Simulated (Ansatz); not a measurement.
C₂H₈N₂OSi, SMILES N(/[Si@H](N)O)=C/C.

Geometry optimised at PBE0-D3(BJ)/def2-SVP. The structure was generated by enumeration; whether it is a known compound was not checked. Other conformers were not sampled.

Two levels are set side by side: PBE/def2-SVPD (Ansatz, an electronic-structure program) and CAM-B3LYP/def2-SVPD (Ansatz). Energy differences of separate SCF runs at the same geometry; the states with an electron removed or added have multiplicity 2 and 2. Differences are taken from unrounded values.

| quantity | CAM-B3LYP |
|---|---|
| vertical ionisation energy (eV) | 8.89 |
| vertical singlet–triplet gap (eV) | 3.67 |

Task: What does PBE give, and how far is it from CAM-B3LYP? (Estimate from the structure and the level; the computed values follow.)

Result: 
| quantity | PBE | PBE minus CAM-B3LYP |
|---|---|---|
| vertical ionisation energy (eV) | 8.44 | -0.45 |
| vertical singlet–triplet gap (eV) | 3.61 | -0.06 |
